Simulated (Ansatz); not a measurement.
BeF₂. The state is a triplet with charge 0. Geometry r2SCAN-D4/def2-TZVP, that of the charge +1 doublet; atoms count from 1.

Cartesian coordinates in Å:
```
Be 0.002 -0.002 0.001
F 1.115 0.902 -0.167
F -1.117 -0.900 0.166
```

At PBE0-D4/def2-TZVP a singlet of charge 0 lies 8.75 eV below the triplet at the same geometry. The structure comes from a short search, and lower isomers may exist.

Question: Estimate the Mulliken populations from the PBE0/def2-TZVP orbitals of Ansatz.

Answer: 
```csv
atom,charge (e),spin (α − β)
Be1,-0.02,0.92
F2,0.01,0.54
F3,0.01,0.54
```
Mulliken values and Mayer orders depend strongly on the basis.

Question: Where does the spin sit?

Answer: Summed by element: Be 0.92, F 1.08, of 2 unpaired in all. Largest on single atoms: Be1 0.92, F2 0.54, F3 0.54.

Question: And the Mayer bond orders between bonded heavy atoms (over 0.3)?

Answer: Be1–F2 0.88 (1.44 Å); Be1–F3 0.88 (1.44 Å). Values over 0.3 also appear between atoms too far apart for a bond (F2–F3 0.44 at 2.89 Å); they arise where an orbital or an unpaired electron spreads over both atoms.
